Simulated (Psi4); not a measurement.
CH3S (SMILES C[S]), doublet, at a GFN2-xTB geometry, atoms displaced at random by about 0.08 Å a coordinate; PBE0/cc-pVDZ, gradient (Psi4).

The Psi4 input:
```
memory 2 GB

molecule {
0 2
  C    -0.00126137    1.01912140    0.09380364
  S    -0.05520671   -0.69478602   -0.16883268
  H     0.98334482    1.44914533   -0.01201551
  H    -0.41363220    1.38111388    0.91259552
  H    -0.42448412    1.52922489   -0.87787882
symmetry c1
no_reorient
no_com
}

set basis cc-pvdz
set reference uks

gradient('pbe0')
print_variables()
```

**Question.** Predict the main parts of the log of this Psi4 run.

**Answer.** 
```
gradient() will perform analytic gradient computation.

   => Loading Basis Set <=

    Name: CC-PVDZ
    Role: ORBITAL
    Keyword: BASIS

         ---------------------------------------------------------
                                   SCF
               by Justin Turney, Rob Parrish, Andy Simmonett
                          and Daniel G. A. Smith
                              UKS Reference
         ---------------------------------------------------------

  ==> Geometry <==

    Molecular point group: c1
    Full point group: C1

    Geometry (in Angstrom), charge = 0, multiplicity = 2:

       Center              X                  Y                   Z               Mass
    ------------   -----------------  -----------------  -----------------  -----------------
         C           -0.001261370000     1.019121400000     0.093803640000    12.000000000000
         S           -0.055206710000    -0.694786020000    -0.168832680000    31.972071174400
         H            0.983344820000     1.449145330000    -0.012015510000     1.007825032230
         H           -0.413632200000     1.381113880000     0.912595520000     1.007825032230
         H           -0.424484120000     1.529224890000    -0.877878820000     1.007825032230

  Running in c1 symmetry.

  Rotational constants: A =      5.12965  B =      0.46285  C =      0.45566 [cm^-1]
  Rotational constants: A = 153783.04515  B =  13875.89159  C =  13660.29486 [MHz]
  Nuclear repulsion =   49.780470742595568

  Charge       = 0
  Multiplicity = 2
  Electrons    = 25
  Nalpha       = 13
  Nbeta        = 12

  ==> Algorithm <==

  SCF Algorithm Type is DF.
  DIIS enabled.
  MOM disabled.
  Fractional occupation disabled.
  Guess Type is SAD.
  Energy threshold   = 1.00e-08
  Density threshold  = 1.00e-08
  Integral threshold = 1.00e-12

  ==> Primary Basis <==

  Basis Set: CC-PVDZ
    Blend: CC-PVDZ
    Number of shells: 23
    Number of basis functions: 47
    Number of Cartesian functions: 49
    Spherical Harmonics?: true
    Max angular momentum: 2

  ==> DFT Potential <==

   => LibXC <=

    Version 7.1.2
    S. Lehtola, C. Steigemann, M. J. T. Oliveira, and M. A. L. Marques,  SoftwareX 7, 1–5 (2018) (10.1016/j.softx.2017.11.002)

   => Composite Functional: PBE0 <=

    PBE0 Hyb-GGA Exchange-Correlation Functional

    C. Adamo and V. Barone,  J. Chem. Phys. 110, 6158 (1999) (10.1063/1.478522)
    M. Ernzerhof and G. E. Scuseria,  J. Chem. Phys. 110, 5029 (1999) (10.1063/1.478401)

[...]
  @DF-UKS Final Energy:  -437.85276362439424
    Total Energy =                       -437.8527636243942425
[...]

   => Auxiliary Basis Set <=

  Basis Set: (CC-PVDZ AUX)
    Blend: CC-PVDZ-JKFIT
    Number of shells: 87
    Number of basis functions: 251
    Number of Cartesian functions: 286
    Spherical Harmonics?: true
    Max angular momentum: 3

  ==> DFT Potential <==

   => LibXC <=

    Version 7.1.2
    S. Lehtola, C. Steigemann, M. J. T. Oliveira, and M. A. L. Marques,  SoftwareX 7, 1–5 (2018) (10.1016/j.softx.2017.11.002)

   => Composite Functional: PBE0 <=

    PBE0 Hyb-GGA Exchange-Correlation Functional

    C. Adamo and V. Barone,  J. Chem. Phys. 110, 6158 (1999) (10.1063/1.478522)
    M. Ernzerhof and G. E. Scuseria,  J. Chem. Phys. 110, 5029 (1999) (10.1063/1.478401)

    Deriv               =              1
    GGA                 =           TRUE
    Meta                =          FALSE

    Exchange Hybrid     =           TRUE
    MP2 Hybrid          =          FALSE

   => Exchange Functionals <=

    0.7500   Perdew, Burke & Ernzerhof

   => Exact (HF) Exchange <=

    0.2500               HF

   => Correlation Functionals <=

    1.0000   Perdew, Burke & Ernzerhof

   => LibXC Density Thresholds  <==

    XC_HYB_GGA_XC_PBEH:  1.00E-15

   => Molecular Quadrature <=

    Radial Scheme          =       TREUTLER
    Pruning Scheme         =           NONE
    Nuclear Scheme         =       TREUTLER

    Blocking Scheme        =         OCTREE
    BS radius alpha        =              1
    Pruning alpha          =              1
    Radial Points          =             75
    Spherical Points       =            302
    Total Points           =         107435
    Total Blocks           =            870
    Max Points             =            256
    Max Functions          =             47
    Weights Tolerance      =       1.00E-15

  -Total Gradient:
     Atom            X                  Y                   Z
    ------   -----------------  -----------------  -----------------
       1       -0.026656217732    -0.003408132266     0.118908738055
       2        0.000077178247     0.020118995204     0.000621595107
       3       -0.022648600330     0.001538828214    -0.003500150538
       4        0.050358642604    -0.034326162058    -0.084960645780
       5       -0.001129762442     0.016077080335    -0.031072316180

  Variable Map:
  ----------------------------------------------------------------------------
[...]
  Array Variable Map:
  ----------------------------------------------------------------------------
[...]
[...]
```
